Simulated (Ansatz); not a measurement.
A search over several starts for the lowest SCF solution of the cluster Si₅Mo₂⁺ at the given spin, in a small basis.

```yaml
crystal:
  periodic: [false, false, false]
  atoms:
    - {symbol: Mo, position_ang: [1.159060, 1.180101, -1.732015]}
    - {symbol: Mo, position_ang: [0.016558, 1.766896, 0.031705]}
    - {symbol: Si, position_ang: [0.004604, -2.134248, 1.259544]}
    - {symbol: Si, position_ang: [-1.010665, -0.003341, -1.713707]}
    - {symbol: Si, position_ang: [-1.516517, -0.258191, 0.578019]}
    - {symbol: Si, position_ang: [0.959488, -0.798667, -0.341472]}
    - {symbol: Si, position_ang: [0.387471, 0.247451, 1.917926]}
basis:
  gaussian: {orbitals: def2-SVP, initial_orbitals: start.molden}
total_charge: 1
magnetization: {spin_polarized: true, initial_magnetization: 1}
hamiltonian: {xc: pbe, dispersion: d4}
output: {orbitals: {seedname: orbitals}}
```

The file start.molden holds the orbitals of an earlier run on this structure, at another level or in another basis.

```sh
$ ansatz run in.yaml --threads 4 --pin off --events-out ev --progress --plain --max-ram 4787MiB
```

Shortened log:

```
Functional definition: PBE
1586 factors; their error is unknown
mean field evaluation 1: about -42993.4135 eV, gradient 1.3e2 eV
mean field evaluation 2: about -43016.8327 eV, gradient 3.5e1 eV
mean field evaluation 4: about -43053.5795 eV, gradient 1.2e1 eV
mean field evaluation 8: about -43061.8238 eV, gradient 1.0e-1 eV
mean field evaluation 16: about -43061.6748 eV, gradient 2.5e-4 eV
mean field evaluation 32: about -43061.8241 eV, gradient 5.0e-2 eV
mean field evaluation 64: about -43061.1496 eV, gradient 2.7e0 eV
mean field evaluation 96: about -43061.3343 eV, gradient 2.4e0 eV
mean field -43061.67483190 eV, -1582.4873618207 hartree, gradient 7.8e-6 eV, S^2 0.798146; 11 other end points of the search recorded, 0 dependent functions left out
reference -43061.67487890 eV, -1582.4873635479 hartree; 49, 48 occupied and 103, 104 virtual orbitals, 1586 factors
Total energy: -43062.33460115 eV, -1582.5116078934 hartree
```

It took 38 s on 4 threads of Arm Neoverse V2 on a shared host.

In the def2 sets Mo takes a core potential; there is no spin–orbit coupling. No other spin state of charge 1 was run. The geometry of the doublet was relaxed on an unsound state (⟨S²⟩ 1.15, where a pure state has 0.75). Another isomer (doublet) lies 0.21 eV lower at PBE0-D4/def2-TZVP; other spin states weren't run for this one.
